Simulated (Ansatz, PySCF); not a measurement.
Gas-phase reaction (SMILES): [CH3][Ge]([F])([F])[F] + 4 [H][H] (H2) -> C (CH4) + 3 F (HF) + [GeH4] (GeH4); energy of full hydrogenation.

Each molecule is optimised on its own at B3LYP-D3(BJ)/def2-TZVP (Ansatz, a program for electronic structure). Valence correlation only, unless marked. Spin-orbit coupling is left out. The frozen core is the preceding noble-gas configuration, with the filled d and f shells of earlier blocks. No relativistic terms. Basis-set limits of correlation are two-point, X^-3; Hartree-Fock from the larger set. Thermal terms are rigid-rotor harmonic-oscillator values from B3LYP-D3(BJ) frequencies (Ansatz or PySCF) at 298.15 K and 1 atm. 1 Eh = 627.5095 kcal/mol.

```tsv
species	E, CCSD(T)/CBS(cc-pVTZ,cc-pVQZ) (Ansatz) (Eh)	E, r2SCAN-D4/def2-TZVPD (Ansatz + dftd4) (Eh)	H - E (Eh)
[CH3][Ge]([F])([F])[F]	-2414.89854	-2416.58703	0.05163
[H][H] (H2)	-1.17450	-1.17100	0.01336
C (CH4)	-40.45816	-40.49957	0.04840
F (HF)	-100.39146	-100.44728	0.01259
[GeH4] (GeH4)	-2077.90558	-2079.37415	0.03354
```

Q: Work out ΔE and ΔH at 298.15 K at the first level, then ΔH at the second.

A: 
1. ΔE = [(-40.45816) + 3×(-100.39146) + (-2077.90558)] - [(-2414.89854) + 4×(-1.17450)] = 0.05842 Eh = 36.7 kcal/mol at CCSD(T)/CBS(cc-pVTZ,cc-pVQZ).
2. The terms H - E add up to 0.01464 Eh, so ΔH = (0.05842 + (0.01464))×627.5095 = 45.8 kcal/mol.
3. At r2SCAN-D4/def2-TZVPD the same steps give ΔE = 34.8 and ΔH = 44.0 kcal/mol, a shift of -1.8 from the first level.
4. These values are not checked against measurement here, since the tables used lack a sound gas-phase enthalpy of formation for at least one species.
